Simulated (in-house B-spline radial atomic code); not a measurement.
Zn⁺. Computed with a B-spline radial atomic code. Model: all-electron spherical atom, spin shells full or empty, radial basis limit, no spin-orbit coupling: exact exchange with a local potential (Slater, KLI or optimised effective potential, whose far tail is KLI's), no correlation.

Empty minority-spin level lies below the highest occupied level: each spin potential is zero at infinity, spin occupations fixed.

The run also made RPA and GW results, which its time includes.

The Slater potential averages the orbital exchange potentials with the orbital densities as weights, KLI adds orbital constants, and the optimised effective potential minimises the exact-exchange energy among local potentials. So their energies lie above Hartree-Fock in the order OEP, KLI, Slater. All fall off as −1/r, unlike LDA and GGA exchange.

Command:
```bash
python run_gw.py task.json out
```
Settings (nuclear radius in fm, other lengths in bohr, energies in hartree):
```
Z                      30
electrons              29
configuration          [Ar] 3d10 4s1
hamiltonian            x2c
method                 kli
lmax                   9
rms_radius             3.9283
spin_polarised         True
box_radius             23.78
intervals              105
ion_configuration      [Ar] 3d10
```

Time taken, with all properties: 12 s on 1 thread of Intel(R) Xeon(R) Platinum 8488C (Sapphire Rapids) (shared host).

Given: hamiltonian one-electron scalar X2C; mean-field start exchange-only KLI.

Computed: energy above Hartree-Fock 13.548 millihartree.

| radius (bohr) | r times exchange potential up (hartree bohr) | r times exchange potential down (hartree bohr) |
| --- | --- | --- |
| 0.00167 | -0.041301 | -0.041674 |
| 0.00208 | ? | ? |
| 0.0026 | -0.064041 | -0.064623 |
| 0.00324 | -0.079527 | -0.080253 |
| 0.00404 | -0.098659 | -0.099564 |
| 0.00505 | -0.12239 | -0.12352 |
| 0.0063 | -0.15103 | -0.15244 |
| 0.00786 | -0.18548 | -0.18724 |
| 0.00981 | -0.22633 | -0.22854 |
| 0.0122 | -0.2728 | -0.27556 |
| 0.0153 | -0.32686 | -0.33033 |
| 0.0191 | ? | ? |
| 0.0238 | -0.43919 | -0.44467 |
| 0.0297 | -0.4888 | -0.4957 |
| 0.0371 | -0.52405 | -0.53276 |
| 0.0463 | -0.53698 | -0.54802 |
| 0.0578 | -0.52889 | -0.54289 |
| 0.0721 | -0.52741 | -0.54503 |
| 0.09 | -0.58419 | -0.60605 |
| 0.112 | -0.70288 | -0.7298 |
| 0.14 | -0.83365 | -0.86722 |
| 0.175 | -0.91936 | -0.96175 |
| 0.218 | -0.92057 | -0.97455 |
| 0.273 | -0.82995 | -0.90018 |
| 0.34 | -0.77947 | -0.86964 |
| 0.425 | -0.95174 | -1.0635 |
| 0.53 | -1.1879 | -1.3268 |
| 0.662 | -1.3382 | -1.5127 |
| 0.826 | -1.3524 | -1.5694 |
| 1.03 | -1.2404 | -1.505 |
| 1.29 | -1.0589 | -1.3728 |
| 1.61 | -0.90739 | -1.2422 |
| 2 | -0.85463 | -1.1471 |
| 2.5 | -0.87838 | -1.0837 |
| 3.12 | -0.92119 | -1.0459 |
| 3.9 | -0.9535 | -1.0246 |
| 4.86 | -0.97229 | -1.0138 |

Q: What belongs in the row 0.00208?

A: r times exchange potential up (hartree bohr): -0.051356; r times exchange potential down (hartree bohr): -0.051821.

Q: What belongs in the row 0.0191?

A: r times exchange potential up (hartree bohr): -0.38345; r times exchange potential down (hartree bohr): -0.38781.

| occupied | level (hartree) | Hartree-Fock level (hartree) |
| --- | --- | --- |
| 1s up | -350.02 | -357.91 |
| 1s down | ? | ? |
| 2s up | -42.96 | -45.672 |
| 2s down | -43.209 | -45.669 |
| 2p up | ? | ? |
| 2p down | -37.551 | -39.479 |
| 3s up | -5.2573 | -6.1456 |
| 3s down | -5.5169 | -6.136 |
| 3p up | -3.571 | -4.2224 |
| 3p down | -3.8297 | -4.2223 |
| 3d up | -0.86209 | -1.1084 |
| 3d down | -1.1105 | -1.1077 |
| 4s up | -0.62672 | -0.62368 |

Q: What belongs in the row 1s down?

A: level (hartree): -350.26; Hartree-Fock level (hartree): -357.91.

Q: What belongs in the row 2p up?

A: level (hartree): -37.303; Hartree-Fock level (hartree): -39.478.

| empty | level (hartree) |
| --- | --- |
| 4s down | -0.75059 |
| 4p down | ? |
| 4p up | ? |
| 5s down | -0.27288 |
| 5s up | -0.25104 |
| 4d down | -0.22629 |
| 5p down | -0.20837 |
| 4d up | -0.20816 |
| 5p up | -0.19089 |

Q: What belongs in the row 4p down?

A: level (hartree): -0.48596.

Q: What belongs in the row 4p up?

A: level (hartree): -0.40655.

The highest level, 4s up, differs from Hartree-Fock by -0.083 eV and the deepest, 1s down, by +208 eV: a local potential can match the highest level but can't give each shell its own exchange.
